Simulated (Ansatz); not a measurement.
Nudged elastic band run: Cl2FGeH3O

input.yaml

```yaml
crystal:
  periodic: [false, false, false]
  atoms:
    - { symbol: Ge, position_ang: [-0.126945, 0.21611, -0.014877] }
    - { symbol: H, position_ang: [-0.004786, 0.66804, 1.442206] }
    - { symbol: Cl, position_ang: [1.737676, -0.09265, -1.079674] }
    - { symbol: F, position_ang: [-0.838119, 1.572575, -0.880872] }
    - { symbol: Cl, position_ang: [-1.539424, -1.384053, -0.401036] }
    - { symbol: O, position_ang: [0.984684, -1.79889, 1.50061] }
    - { symbol: H, position_ang: [1.794629, -2.013815, 0.999453] }
    - { symbol: H, position_ang: [0.389785, -2.551017, 1.318189] }
basis:
  gaussian: { orbitals: def2-mTZVP }
hamiltonian:
  xc: pbe
neb:
  order_check: false
  images: 3
  f_tol: 0.05
  max_iterations: 60
  climbing: false
  final_atoms:
    - { symbol: Ge, position_ang: [-0.25445165, -0.43005604, -0.77007186] }
    - { symbol: H, position_ang: [2.38071682, -0.65513165, 3.30680848] }
    - { symbol: Cl, position_ang: [1.63309706, 0.2972044, -1.44552757] }
    - { symbol: F, position_ang: [-1.31249696, 0.9424029, -0.54908164] }
    - { symbol: Cl, position_ang: [-1.21808855, -1.71097433, -2.20483323] }
    - { symbol: O, position_ang: [0.01493312, -1.24572835, 0.78043137] }
    - { symbol: H, position_ang: [-0.74308544, -1.81427102, 1.02353767] }
    - { symbol: H, position_ang: [1.89687561, -0.76714591, 2.74273578] }
  initial_path:
    images:
      - { positions_ang: [[-0.126945, 0.21611, -0.014877], [-0.004786, 0.66804, 1.442206], [1.737676, -0.09265, -1.079674], [-0.838119, 1.572575, -0.880872], [-1.539424, -1.384053, -0.401036], [0.984684, -1.79889, 1.50061], [1.794629, -2.013815, 0.999453], [0.389785, -2.551017, 1.318189]] }
      - { positions_ang: [[-0.07765879, 0.09512196, -0.01843067], [0.06039499, 0.38909407, 1.65454187], [1.8680089, -0.09158075, -1.00292334], [-0.85040872, 1.43922764, -0.74672584], [-1.33473091, -1.63190625, -0.47169708], [1.04320291, -1.71022296, 1.07898561], [1.16257488, -2.23405051, 0.83916722], [0.52611673, -1.6393832, 1.55108123]] }
      - { positions_ang: [[-0.02837257, -0.02586607, -0.02198434], [0.12557599, 0.11014813, 1.86687775], [1.9983418, -0.0905115, -0.92617267], [-0.86269844, 1.30588028, -0.61257968], [-1.13003782, -1.87975951, -0.54235816], [1.10172182, -1.62155591, 0.65736122], [0.53052075, -2.45428601, 0.67888143], [0.66244847, -0.72774941, 1.78397345]] }
      - { positions_ang: [[-0.14141211, -0.22796106, -0.3960281], [1.2531464, -0.27249176, 2.58684312], [1.81571943, 0.10334645, -1.18585012], [-1.0875977, 1.12414159, -0.58083066], [-1.17406318, -1.79536692, -1.3735957], [0.55832747, -1.43364213, 0.7188963], [-0.10628235, -2.13427852, 0.85120955], [1.27966204, -0.74744766, 2.26335461]] }
      - { positions_ang: [[-0.25445165, -0.43005604, -0.77007186], [2.38071682, -0.65513165, 3.30680848], [1.63309706, 0.2972044, -1.44552757], [-1.31249696, 0.9424029, -0.54908164], [-1.21808855, -1.71097433, -2.20483323], [0.01493312, -1.24572835, 0.78043137], [-0.74308544, -1.81427102, 1.02353767], [1.89687561, -0.76714591, 2.74273578]] }
```

Command:

```bash
$ ansatz run input.yaml --threads 4 --pin off --max-ram 5120MiB --backend cpu --events-out ev --progress --plain --runs-dir out
```

Output, in part (warnings, iteration lines, the closing report on the highest movable image, with atoms numbered from 0):

```
NEB end point (image 0): max|allowed force component| = 2.704e-2 eV/Å (the criterion of neb.relax_end_points is 1.000e-2)
NEB end point (image 4): max|allowed force component| = 2.336e-2 eV/Å (the criterion of neb.relax_end_points is 1.000e-2)
NEB iter   1: max|band force component| = 7.591e1 eV/Å  barrier→ = 14.5664 eV  barrier← = 14.4482 eV  Δτ_max = 0.2000 Å  (147 SCF iters)
NEB iter   2: max|band force component| = 6.001e1 eV/Å  barrier→ = 8.9505 eV  barrier← = 8.8323 eV  Δτ_max = 0.2000 Å  (110 SCF iters)
NEB iter   3: max|band force component| = 1.975e1 eV/Å  barrier→ = 2.6148 eV  barrier← = 2.4966 eV  Δτ_max = 0.1988 Å  (109 SCF iters)
NEB iter   4: max|band force component| = 1.032e1 eV/Å  barrier→ = 1.4636 eV  barrier← = 1.3453 eV  Δτ_max = 0.2000 Å  (100 SCF iters)
NEB iter   5: max|band force component| = 4.854e0 eV/Å  barrier→ = 1.1175 eV  barrier← = 0.9992 eV  Δτ_max = 0.1976 Å  (96 SCF iters)
NEB iter   6: max|band force component| = 1.728e0 eV/Å  barrier→ = 0.7934 eV  barrier← = 0.6751 eV  Δτ_max = 0.1976 Å  (100 SCF iters)
NEB iter   7: max|band force component| = 7.387e-1 eV/Å  barrier→ = 0.6151 eV  barrier← = 0.4969 eV  Δτ_max = 0.1960 Å  (87 SCF iters)
NEB iter   8: max|band force component| = 6.389e-1 eV/Å  barrier→ = 0.4469 eV  barrier← = 0.3287 eV  Δτ_max = 0.1989 Å  (92 SCF iters)
NEB iter   9: max|band force component| = 4.261e-1 eV/Å  barrier→ = 0.4478 eV  barrier← = 0.3296 eV  Δτ_max = 0.1467 Å  (96 SCF iters)
NEB iter  10: max|band force component| = 1.997e-1 eV/Å  barrier→ = 0.3867 eV  barrier← = 0.2685 eV  Δτ_max = 0.0594 Å  (90 SCF iters)
NEB iter  11: max|band force component| = 1.517e-1 eV/Å  barrier→ = 0.3591 eV  barrier← = 0.2409 eV  Δτ_max = 0.2000 Å  (89 SCF iters)
NEB iter  12: max|band force component| = 2.678e-1 eV/Å  barrier→ = 0.3464 eV  barrier← = 0.2282 eV  Δτ_max = 0.0998 Å  (98 SCF iters)
NEB iter  13: max|band force component| = 2.937e-1 eV/Å  barrier→ = 0.3310 eV  barrier← = 0.2128 eV  Δτ_max = 0.0502 Å  (91 SCF iters)
NEB iter  14: max|band force component| = 2.372e-1 eV/Å  barrier→ = 0.3225 eV  barrier← = 0.2043 eV  Δτ_max = 0.0502 Å  (91 SCF iters)
NEB iter  15: max|band force component| = 7.425e-2 eV/Å  barrier→ = 0.3160 eV  barrier← = 0.1977 eV  Δτ_max = 0.1001 Å  (91 SCF iters)
NEB iter  16: max|band force component| = 8.468e-2 eV/Å  barrier→ = 0.3108 eV  barrier← = 0.1926 eV  Δτ_max = 0.0332 Å  (89 SCF iters)
NEB iter  17: max|band force component| = 5.136e-2 eV/Å  barrier→ = 0.3119 eV  barrier← = 0.1937 eV  Δτ_max = 0.0295 Å  (92 SCF iters)
NEB iter  18: max|band force component| = 2.081e-2 eV/Å  barrier→ = 0.3132 eV  barrier← = 0.1949 eV  Δτ_max = 0.0000 Å  (174 SCF iters)
Total energy: -86358.31510167 eV, -3173.6095442182 hartree
Atom 0 at     0.339501    -0.581005    -0.520630 Å, force     0.053130    -0.131468    -0.083435 eV/Å
Atom 1 at    -0.093683     0.227983     2.326715 Å, force    -0.029589    -0.019685     0.251481 eV/Å
Atom 2 at     1.866411    -0.075239    -1.920117 Å, force     0.001042    -0.002637    -0.139721 eV/Å
Atom 3 at    -0.330452     0.963177    -0.040009 Å, force     0.113814    -0.141777     0.158900 eV/Å
Atom 4 at    -1.353876    -1.680254    -1.258749 Å, force    -0.028472    -0.030028    -0.130381 eV/Å
Atom 5 at     1.149756    -1.575178     0.711220 Å, force     0.010900     0.030457    -0.155452 eV/Å
Atom 6 at     0.546121    -2.268152     1.048743 Å, force    -0.012635     0.067545    -0.024922 eV/Å
Atom 7 at     0.273723    -0.395032     2.536825 Å, force    -0.108190     0.227592     0.123531 eV/Å
Dipole moment:    -0.061788    -0.361926     0.132484 e Å
```

It converged. No image climbed, so the highest image needn't sit at the top of the path. A band with more images between the same ends climbed to 1.90 eV, so this one has probably stepped over the top. So few images can step over the top or miss a turn of the path. The orbitals stay closed-shell, which can raise the energy where a bond breaks towards radicals; this wasn't checked here.

Final band (atoms are numbered from 1 in the order of the input):

| image | path coordinate (Å) | energy (kcal/mol) | Ge1–H2 (Å) | O6–H8 (Å) | Ge1–O6 (Å) |
| --- | --- | --- | --- | --- | --- |
| 0 | 0.00 | 0.0 | 1.53 | 0.98 | 2.76 |
| 1 | 2.12 | 7.0 | 1.57 | 0.99 | 2.44 |
| 2 | 4.23 | 7.2 | 2.99 | 2.34 | 1.78 |
| 3 | 6.35 | 2.9 | 4.44 | 2.80 | 1.77 |
| 4 | 8.47 | 2.7 | 4.86 | 2.76 | 1.77 |

Time of the run: 95 s on 4 threads of Arm Neoverse V1, with other jobs on the host, peak memory 0.2 GiB.
